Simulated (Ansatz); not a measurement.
`C[NH][GaH2]` → `[CH2]` (triplet) + `[NH2][GaH2]` at 400 K and 1 bar (formal loss of a carbene).

Computed with Ansatz on PBE0-D4/def2-TZVP structures; ΔE is electronic, products minus reactants. CCSD(T)/CBS is the MP2 limit (def2-TZVPP, def2-QZVPP) plus CCSD(T) − MP2 in def2-TZVPP, frozen cores. This one scheme is used for every species. Triplets are unrestricted, without spin–orbit coupling. For Ga outer-core shells are correlated without core-valence functions, which leaves a few kJ/mol of doubt a bond. Scalar relativity is left out up to krypton.

```tsv
species	CCSD(T)/CBS energy (Eh)	H − E (kJ/mol)	S (J/(mol·K))
`C[NH][GaH2]`	-2020.30020	203.2	329.7
`[CH2]` (triplet)	-39.09499	59.0	205.7
`[NH2][GaH2]`	-1981.05479	122.4	284.4
```

H − E and S are ideal-gas, rigid-rotor, harmonic terms from PBE0-D4/def2-TZVP, with the whole ground term of open shells counted as degenerate. 1 Eh = 2625.50 kJ/mol, R = 8.31446 J/(mol·K).

Task: By hand: ΔE, ΔH, ΔS and ΔG.

Result: ΔE = (-39.09499) + (-1981.05479) − (-2020.30020) = 0.15042 Eh = 394.9 kJ/mol. Δ(H − E) = 59.0 + 122.4 − 203.2 = -21.8, so ΔH = 373.1 kJ/mol. ΔS = 205.7 + 284.4 − 329.7 = 160.4 J/(mol·K). ΔG = 373.1 − 400 × (160.4)/1000 = 308.9 kJ/mol.

Task: By hand: the equilibrium constant, and the temperature at which ΔG would vanish if ΔH and ΔS stayed fixed.

Result: log₁₀ K = −ΔG/(RT ln 10) = -40.3. ΔG = 0 at ΔH/ΔS = 2326 K.

The number of gas molecules changes by +1, which sets the sign of ΔS. A doubt of 5 kJ/mol in ΔE shifts log₁₀ K by 0.7 here. A triplet takes part, so the spin changes. These are equilibria of isolated gas molecules and say nothing of rates. Largest T1 diagnostic: 0.015 (customary marks: 0.02 for closed shells, 0.045 for open ones).
